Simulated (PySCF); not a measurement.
C2H9PSi, SMILES C[SiH](C)P.

Geometry: PBE0-D3(BJ)/def2-SVP. Other conformers were not sampled.

Method: CAM-B3LYP/def2-TZVP in PySCF.

Isolated molecule, no solvent.

| Property | Value |
|---|---|
| total energy | -712.50645 hartree |
| highest occupied level | -8.47 eV |
| lowest empty level | 1.42 eV |
| orbital gap | 9.89 eV |
| dipole moment | 1.49 D |
| quadrupole, principal values (traceless, Buckingham form, about the centre of nuclear charge) | -3.77, 0.94, 2.82 D·Å |
| mean static polarisability | 78.2 bohr³ (11.59 Å³) |
| polarisability, principal values | 68.8, 76.3, 89.6 bohr³ |
